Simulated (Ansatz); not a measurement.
Geometry optimisation, RKS BHLYP/def2-SVP in Ansatz.

The input (input.yaml):

```yaml
crystal:
  periodic: [false, false, false]
  atoms:
    - { symbol: B, position_ang: [-0.180666, 0.540846, -0.44041] }
    - { symbol: "N", position_ang: [0.077552, -0.073262, 2.236879] }
    - { symbol: H, position_ang: [-0.511491, -0.073044, 3.059859] }
    - { symbol: H, position_ang: [0.998553, -0.36304, 2.540139] }
    - { symbol: "N", position_ang: [1.112414, 0.060537, -0.742784] }
    - { symbol: H, position_ang: [1.320611, -0.908929, -0.892719] }
    - { symbol: H, position_ang: [1.920006, 0.620782, -0.54223] }
    - { symbol: O, position_ang: [-1.331824, -0.148893, -0.674101] }
    - { symbol: H, position_ang: [-1.194315, -1.061042, -0.913144] }
    - { symbol: O, position_ang: [-0.275797, 1.857313, -0.011463] }
    - { symbol: C, position_ang: [-1.511355, 2.48902, 0.152225] }
    - { symbol: H, position_ang: [-2.296114, 2.040682, -0.469234] }
    - { symbol: H, position_ang: [-1.838038, 2.430045, 1.202149] }
    - { symbol: H, position_ang: [-1.405743, 3.548213, -0.112359] }
    - { symbol: H, position_ang: [0.170707, 0.909672, 1.936892] }
basis:
  gaussian: { orbitals: def2-SVP }
hamiltonian:
  xc: { name: BHLYP }
relax:
  f_tol: 0.03
  max_steps: 50
output:
  orbitals: {}
```

Run as:

```bash
$ ansatz run input.yaml --threads 4 --pin off --max-ram 5120MiB --backend cpu --events-out ev --progress --plain --runs-dir out
```

Problem. Where does it end, and by what steps?

Solution. The forces met the threshold. The force dipped under the threshold on the way, but the program's further checks kept it going. After 29 steps the energy has fallen by 0.082 eV; H3 moved furthest, 0.89 Å.

| step | energy less start (eV) | largest force component (eV/Å) | accepted |
| --- | --- | --- | --- |
| 0 | 0.0000 | 0.822 | yes |
| 2 | -0.0491 | 0.619 | yes |
| 4 | 0.0067 | 0.926 | no |
| 6 | -0.0679 | 0.098 | yes |
| 8 | -0.0592 | 0.499 | no |
| 10 | -0.0737 | 0.165 | yes |
| 12 | -0.0759 | 0.045 | yes |
| 14 | -0.0766 | 0.197 | yes |
| 16 | -0.0778 | 0.027 | yes |
| 18 | -0.0788 | 0.128 | yes |
| 20 | -0.0801 | 0.036 | yes |
| 22 | -0.0806 | 0.036 | yes |
| 24 | -0.0803 | 0.096 | no |
| 26 | -0.0813 | 0.036 | yes |
| 28 | -0.0816 | 0.016 | yes |
| 29 | -0.0819 | 0.026 | yes |

```xyz
15
Properties=species:S:1:pos:R:3
B -0.195 0.528 -0.589
N -0.015 0.171 2.573
H 0.000 0.471 3.539
H 0.767 -0.460 2.450
N 1.093 -0.046 -0.680
H 1.293 -0.923 -1.121
H 1.908 0.489 -0.444
O -1.335 -0.102 -0.991
H -1.213 -1.000 -1.281
O -0.290 1.788 -0.076
C -1.537 2.369 0.180
H -2.211 2.280 -0.676
H -2.017 1.896 1.044
H -1.383 3.428 0.398
H 0.192 0.981 2.002
```

Whether the end is a true minimum wasn't checked by a vibrational analysis.

Time of the run: 63 s on 4 threads of Arm Neoverse V2, with other jobs on the host, peak memory 0.34 GiB.
